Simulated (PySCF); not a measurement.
NMR data simulated for an unnamed compound:

¹H NMR (300 MHz, computed): δ 6.75 (m, 1H), 6.01 (q, 1H), 5.77 (m, 1H), 5.73 (m, 1H), 4.87 (s, 3H), 3.96 (d, 3H), 2.49 (s, 3H).

¹³C{¹H} NMR (computed): δ 164.4 (C), 153.1 (CH), 124.2 (CH2), 84.8 (CH), 17.2 (CH3).

PySCF 2.14 calculation with PBE0/pcSseg-1 with gauge-including orbitals and GFN2-xTB structure; a single conformation, one averaged value for each set of equivalent atoms, no solvent, non-relativistic Hamiltonian.

Referencing at the same level of theory: ¹H (σ = 31.72 ppm) and ¹³C (σ = 186.93 ppm) vs TMS.

Question: Which of these does the molecule contain: a non-aromatic C=C double bond, a nitrile, an N-methyl group, a Si–H bond, a tert-butyl group, a vinyl group CH=CH2?

Answer: 
- A non-aromatic C=C double bond: yes.
- A nitrile: no.
- An N-methyl group: no.
- A Si–H bond: yes (δH 3.96 (d)).
- A tert-butyl group: no.
- A vinyl group CH=CH2: yes (δC 124.2, 153.1; δH 5.73 (m), 5.77 (m), 6.75 (m)).

The data belong to `C=C/C(C)=N/[C@H]([SiH3])O[SiH3]`, C$_{5}$H$_{13}$NOSi$_{2}$; they needn't prove each group on their own.

Carbon signals by region: 1 in the far downfield region (above 160 ppm), 2 in the sp2 and nitrile region (100–160 ppm), 1 at 50–100 ppm, 1 below 50 ppm. Above 160 ppm: 164.4, C=N carbon.

Shifts are as computed. Against solution values, carbons near 30 ppm lie about +3 ppm off and those near 130 ppm about +5 ppm. Of 1211 compounds with measured shifts, 218 miss one by over three times the rms of a fit or turn the order of signals round; such compounds aren't used in these exercises. Multiplicities follow the n + 1 count of equivalent neighbours, as no J values were calculated; m marks all less simple cases, F and P coupling included.
